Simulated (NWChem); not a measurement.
GaCl2F; SMILES [Cl][Ga]([F])[Cl]

All runs: NWChem. Pople sets run with spherical d functions. Structure relaxed at the PBE0/def2-SVP level. Hybrids' shares of exact exchange are those that their runs print; pure functionals count as 0. The functionals differ in more than this share.

```csv
row,share of exact exchange,highest occupied level (eV)
PBE/6-31G*,0.00,-8.20
revPBE/6-31G*,0.00,-8.15
B3LYP/6-31G*,0.20,withheld
PBE0/6-31G*,0.25,-9.69
PW6B95/6-31G*,0.28,-9.74
```

Question: Fit a straight line of the last column on the one before it, predict the withheld value, and compare with the run.

Answer: 
1. Means of the 4 shown rows: x = 0.133, y = -8.945. Slope Σ(x − x̄)(y − ȳ)/Σ(x − x̄)² = -0.4088/0.07068 = -5.785; intercept -8.178.
2. The shown rows scatter about the line by 0.047 (root mean square); the largest residual is -0.07, at PBE0/6-31G*.
3. At x = 0.20 (B3LYP/6-31G*; inside the shown range) the line gives -9.34.
4. The run gives -9.35, -0.01 from the line, 0.2 times the scatter.
